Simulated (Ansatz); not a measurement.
Input for Ansatz (a program for electronic structure): U-wB97X-V/def2-TZVPP on CH6InN (SMILES [CH3][InH][NH2]), a point of a bond scan (R = 1.090 Å). Elements past Kr take the def2 small-core potentials; no spin–orbit coupling.

Ansatz 0.2 input:
```yaml
crystal:
  periodic: [false, false, false]
  atoms:
    - {symbol: In, position_ang: [-0.19752538, -0.13187274, -0.17252637]}
    - {symbol: H, position_ang: [-1.33035343, -1.07031689, -1.06853503]}
    - {symbol: C, position_ang: [0.47968627, 1.91006392, -0.40323080]}
    - {symbol: H, position_ang: [0.95436265, 2.03975876, -1.37575038]}
    - {symbol: H, position_ang: [1.19643939, 2.15403667, 0.37930391]}
    - {symbol: H, position_ang: [-0.36525754, 2.59563687, -0.34110707]}
    - {symbol: N, position_ang: [0.65166297, -1.12881397, 1.37891550]}
    - {symbol: H, position_ang: [1.33462167, -0.73106337, 2.00385292]}
    - {symbol: H, position_ang: [0.44917276, -2.08497332, 1.62300437]}
basis:
  gaussian:
    orbitals: def2-TZVPP
hamiltonian:
  xc: {name: wB97X-V}
magnetization: {spin_polarized: true, initial_magnetization: 0}
```

The log:

```
WARN ansatz: RAYON_NUM_THREADS=1 ignored (pool sized by the plan → 1); use --threads N
Functional definition: wB97X-V
integrals: 0.13 GiB planned
1141 factors; their error is unknown
integrals: 0.16 GiB planned
282 factors; integrals over basis functions are off by at most 9.5e-6 eV
mean field: 1.52 GiB planned
mean field evaluation 1: about -7789.9744 eV, gradient 4.5e1 eV
mean field evaluation 2: about -7788.5099 eV, gradient 4.8e1 eV
mean field evaluation 4: about -7798.3323 eV, gradient 2.1e0 eV
mean field evaluation 8: about -7798.3608 eV, gradient 2.3e-2 eV
mean field evaluation 16: about -7798.3839 eV, gradient 2.0e-4 eV
mean field -7798.38392380 eV, -286.5853232653 hartree, gradient 6.7e-5 eV, S^2 0.000000; 0 other end points of the search recorded, 0 dependent functions left out
reference -7798.38392111 eV, -286.5853231663 hartree; 20, 20 occupied and 176, 176 virtual orbitals, 1141 factors
Total energy: -7798.38392111 eV, -286.5853231663 hartree
```

The run converged.

Cost: very roughly 18 core-seconds.
